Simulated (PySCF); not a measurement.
In⁺ (indium, charge +1) across methods

[Kr] 4d10 5s2, closed-shell 1S. All numbers are calculated (PySCF 2.14, the spin-free X2C one-electron Hamiltonian (Gaussian nucleus), in ANO-RCC-VTZP).

```tsv
method	E (hartree)	mean ε 4p (eV)	mean ε 4d (eV)	mean ε 5s (eV)	Σ⟨r²⟩ (bohr²)	⟨S²⟩
MN15	-5884.63	-89.210	-29.349	-16.679	41.14	0.000
PBE0	-5880.21	-90.643	-28.517	-15.730	40.84	0.000
BP86	-5881.24	-85.659	-26.150	-15.145	40.78	0.000
LDA	-5874.69	-85.551	-26.212	-15.320	40.77	0.000
UHF	-5877.86457	-104.79	-34.932	-17.292	41.53	0.000
PBE	-5880.14	-85.539	-26.032	-14.925	40.85	0.000
wB97X-V	-5880.26	-92.605	-30.997	-17.893	40.91	0.000
r2SCAN	-5880.54	-87.908	-26.699	-15.113	40.79	0.000
```
